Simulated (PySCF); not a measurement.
HBrCl2Ge (SMILES [Cl][GeH]([Cl])[Br]), singlet, at a GFN2-xTB geometry. Base run: DF-PBE/def2-SVPD (PySCF).

The PySCF input:
```python
from pyscf import gto, scf, dft

mol = gto.M(
    atom='''
Ge    0.456258   -0.437854    0.068515
Cl   -0.817269   -2.010373   -0.523959
Cl    0.448678   -0.269625    2.170265
Br   -0.291516    1.525815   -0.848858
H     1.868848   -0.632233   -0.469636
''',
    basis='def2-svpd',
    charge=0,
    spin=0,
    verbose=4,
    max_memory=1800,
)

mf = dft.RKS(mol)
mf.xc = 'pbe'
mf = mf.density_fit(auxbasis='def2-universal-jkfit')
mf.kernel()
```

The job was repeated with other settings on one machine. Differences are taken from the largest basis of the diffuse def2 family in the series, which isn't the basis-set limit (def2-QZVPPD: -7.583 eV). The cheapest run took roughly 13 core-seconds.

```csv
setting,basis functions,"cost, times the cheapest (rough)",difference in HOMO energy (eV)
def2-SVPD,141,1,-0.032
def2-TZVPD,212,2,0.000
def2-TZVPPD,230,2,0.001
def2-QZVPPD,384,5,reference
```

Times come from a shared machine, hold the start-up and are rough.
